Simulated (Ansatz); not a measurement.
Relative stability

The two ends of one reaction step of Si4NH13ClF, singlet (PBE0-D4/def2-TZVP).

A:

```xyz
20
angstrom
Si -0.2529 -0.9414 0.5364
Si 2.0785 -0.8013 0.6367
Si -1.4342 0.8971 1.3668
Si -1.1853 -1.8929 -1.3801
Cl -0.5776 -2.3500 2.0990
H 0.6320 1.6778 -1.0376
N 0.1515 0.8889 -1.4603
H 0.6764 2.5554 1.3066
F 1.2508 2.8444 0.6318
H 2.6870 -0.0301 -0.4802
H 2.4632 -0.1613 1.9234
H 2.6210 -2.1854 0.6090
H -2.0088 1.7800 0.3166
H -0.5093 1.7636 2.1806
H -2.5114 0.4820 2.3004
H -1.7466 -3.2410 -1.1040
H -0.1499 -2.0162 -2.4443
H -2.2738 -1.0207 -1.9039
H 0.7643 0.5062 -2.1705
H -0.6749 1.2447 -1.9263
```

B:

```csv
atom,x (Å),y (Å),z (Å)
Si1,-0.6345,-0.2173,0.8658
Si2,3.2521,-0.5565,0.1435
Si3,-2.5582,1.0339,1.3002
Si4,-0.7349,-1.6295,-0.9896
Cl5,-0.6702,-1.5356,2.5340
H6,0.6464,1.2555,-1.4455
N7,-0.3080,1.4093,-1.1378
H8,0.6498,0.4878,1.0977
F9,2.6500,0.4143,-0.9931
H10,4.5790,-1.0097,-0.3362
H11,3.3795,0.2263,1.3927
H12,2.3348,-1.7045,0.3162
H13,-2.8218,2.0887,0.2801
H14,-2.4404,1.6924,2.6291
H15,-3.7263,0.1135,1.3276
H16,-0.8280,-3.0625,-0.6067
H17,0.4532,-1.4464,-1.8696
H18,-1.9392,-1.2737,-1.7940
H19,-0.9163,1.3636,-1.9467
H20,-0.3671,2.3502,-0.7676
```

Computed with Ansatz 0.2.0 (basis: def2-TZVPP); correlated methods freeze the cores. B3LYP uses VWN-RPA correlation.

Q: Which structure is lower at CCSD(T), and by how much? (An estimate is asked for; the value comes from the calculation.)

A: Computed: B, by 113.1 kJ/mol (electronic energy, against the other). By their contacts, A is a complex of Si₄H₉Cl ([SiH3][Si]([SiH3])([SiH3])[Cl]) + NH₃ + HF and B is a complex of Si₃H₇Cl ([SiH3][SiH]([SiH3])[Cl]) + SiH₃F ([F][SiH3]) + NH₃.

All methods give the same order:

```tsv
method	E(B) − E(A) (kJ/mol)
SPW92	-81.2
PBE-D4	-84.2
BLYP-D4	-104.8
r2SCAN-D4	-106.9
B97M-V	-109.0
PBE0-D4	-93.5
B3LYP-D4	-111.6
r2SCAN0-D4	-110.0
BHLYP-D4	-123.1
CAM-B3LYP-D4	-121.5
wB97X-V	-114.4
wB97M-V	-116.1
B2PLYP	-120.5
PBE-QIDH	-107.6
RPA on PBE	-118.4
HF	-153.6
MP2	-115.3
CCSD	-119.8
CCSD(T)	-113.1
```

T1 diagnostic: at most 0.013.

Labels in which every atom is bracketed show which atoms are joined, not bond orders.

For scale, one of the runs: CCSD(T)/def2-TZVPP, 454 basis functions, launched by `ansatz run in.yaml --threads 4 --pin off --events-out ev --progress --plain --max-ram 46080MiB --backend cuda --devices 0, --max-vram 37GiB`. Hardware: 4 CPU threads of an AMD EPYC 7R13 and a share of one NVIDIA H100, shared host. Wall time 24 s; peak host memory 0.94 GiB.
